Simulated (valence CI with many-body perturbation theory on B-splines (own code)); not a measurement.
**Valence orbitals of Au28+**

Computed by valence CI with perturbative core correlation (CI+MBPT): five valence electrons over a frozen Dirac-Fock core [Kr] 4d10, radial functions for each j: 7 s, 7 p, 7 d, 7 f, 4 g, 2 h, with the one-electron correlation potential Σ1 (screened to all orders), the two-electron term Σ2, the three-electron term Σ3, Breit, model QED; selected single and double excitations, second order for the rest, scaled by the run's own slope (own B-spline code, finite nucleus).

No measured spectrum was set against this ion. As an estimate, large intervals hold to a few tenths of a per cent, small ones and those within an open d or f shell to about a per cent. Among the levels kept, up to 980 cm⁻¹ of a level comes from second order outside the variational space, and about a tenth of that is noise between levels of different J, which matters for small intervals. Only levels of the ground parity were solved; by the run's estimate the other parity begins above the list, which can be wrong where configurations are misplaced.

These are the spectroscopic orbitals of the CI (the correlating ones are not listed), shaped by the core and the other valence electrons. h is the expectation value of the core's Dirac-Fock operator, without the valence repulsion; Σ1 is computed up to l = 3 at one energy for each symmetry, that of its lowest orbital but kept below the first core excitation, so for empty shells it is not the orbital's own correlation shift; Breit and QED include the response of the core.

```
Orbital  h (hartree)  Σ1 (cm⁻¹)  Breit (cm⁻¹)  QED (cm⁻¹)  ⟨r⟩ (bohr)
  5s1/2      -35.891     -20205          4356        3543      0.7388
  6s1/2      -22.455      -6550          2069        1687       1.188
  7s1/2      -15.441      -3203          1168         967       1.732
  5p1/2      -33.942     -18322          6485         138      0.7602
  6p1/2      -21.478      -6480          3315        72.3       1.215
  7p1/2      -14.866      -3217          1885        42.2       1.775
  5p3/2       -32.38     -15206          3548         406      0.8003
  6p3/2      -20.699      -5772          1861         214       1.263
  7p3/2      -14.417      -2943          1189         125       1.832
  5d3/2      -29.296     -13636          2362        -198      0.8332
  6d3/2      -19.088      -5637          1310        -106       1.320
  7d3/2      -13.468      -2989           785       -62.8       1.913
  5d5/2      -28.974     -12979          1451       -69.3      0.8439
  6d5/2      -18.922      -5418           800       -36.5       1.332
  7d5/2       -13.37      -2884           489       -21.3       1.928
  4f5/2      -43.695     -30533           962        -654      0.4065
  5f5/2      -25.372     -12398           527        -178      0.8721
  4f7/2      -43.475     -29765          -847        -490      0.4100
  5f7/2      -25.292     -12220         -37.8        -127      0.8755
  5g7/2      -22.306                     -121       -42.8      0.8793
  5g9/2      -22.294                     -265       -29.6      0.8801
```

Among the shells of the start configuration 4f5, Σ1 is largest in size for 4f5/2, where it is 0.32 % of h.

Lowest root of each symmetry, sizes in configuration state functions:

| J | Parity | Roots | Reference | Variational | Second order | Change by selected CI (cm⁻¹) | Change by second order (cm⁻¹) |
| --- | --- | --- | --- | --- | --- | --- | --- |
| 1/2 | odd | 10 | 49 | 26504 | 98027 | -10258 | -12 |
| 3/2 | odd | 21 | 94 | 25796 | 473241 | -10296 | -233 |
| 5/2 | odd | 27 | 121 | 25425 | 375600 | -10225 | -304 |
| 7/2 | odd | 30 | 132 | 24230 | 1118189 | -9482 | -455 |
| 9/2 | odd | 29 | 128 | 24345 | 372497 | -9311 | -441 |
| 11/2 | odd | 26 | 111 | 24123 | 761428 | -9371 | -468 |
| 13/2 | odd | 20 | 84 | 23260 | 1151493 | -9571 | -471 |
| 15/2 | odd | 16 | 62 | 24343 | 563620 | -9874 | -419 |
| 17/2 | odd | 9 | 37 | 24094 | 792354 | -9534 | -155 |
| 19/2 | odd | 5 | 20 | 24324 | 333599 | -9562 | -47 |
| 21/2 | odd | 3 | 9 | 21199 | 3842 | -9571 | -3 |
| 23/2 | odd | 1 | 3 | 10679 | 84647 | -9534 | -8 |
